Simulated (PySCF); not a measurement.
Task: Give a PBE0-D3(BJ)/def2-SVP geometry of `N#C[SiH2]O/C=C\F`.

Result: 
```
atom  x, y, z in Å
N1     0.090    2.449    0.159
C2     0.113    1.290    0.161
Si3    0.151   -0.569    0.132
O4     1.449   -1.079   -0.785
C5     2.773   -0.860   -0.657
C6     3.367   -0.253    0.369
F7     2.652    0.207    1.405
H8    -1.046   -1.027   -0.608
H9     0.175   -1.067    1.528
H10    3.371   -1.232   -1.492
H11    4.441   -0.082    0.446
```

Orientation and origin are arbitrary. Atoms count from 1 in this order. Of the pairs four or more bonds apart, Si3···F7 is among the closest relative to their van der Waals radii: 2.91 Å, 82 % of the sum of Bondi's values. Si3 (oxygen-bound silicon) is distorted tetrahedral (angles from 105.1° to 113.7°).

Bonds between heavy atoms (Å): N1≡C2 1.159, C2–Si3 1.860, Si3–O4 1.669, O4–C5 1.348, C5=C6 1.332, C6–F7 1.340.

Level of theory: PBE0-D3(BJ)/def2-SVP geometry optimisation, gas phase (PySCF).

Point group: C1 (no symmetry element, even within 0.4 Å). PBE0-D3(BJ)/def2-SVP frequencies: not computed here. One conformer, not necessarily the lowest (C2–Si3–O4–C5 59°, Si3–O4–C5–C6 7°).
